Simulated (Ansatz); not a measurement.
Al(Cl)(NCO)(OH) (CHAlClNO₂), SMILES [OH][Al]([N]=C=O)[Cl].

Geometry optimised at PBE0-D3(BJ)/def2-SVP. One conformer was computed; it need not be the lowest.

Two levels are set side by side: PBE/def2-SVPD (Ansatz, a program for electronic structure) and CAM-B3LYP/def2-SVPD (Ansatz). Energy differences of separate SCF runs at the same geometry; the states with an electron removed or added have multiplicity 2 and 2. Differences are taken from unrounded values.

| quantity | CAM-B3LYP |
|---|---|
| vertical ionisation energy (eV) | 11.38 |
| vertical singlet–triplet gap (eV) | 6.43 |

Problem. What does PBE give, and how far is it from CAM-B3LYP? (Estimate from the structure and the level; the computed values follow.)

Solution. 
```
quantity                             PBE  PBE minus CAM-B3LYP
---------------------------------  -----  -------------------
vertical ionisation energy (eV)    10.52                -0.86
vertical singlet–triplet gap (eV)   5.84                -0.58
```
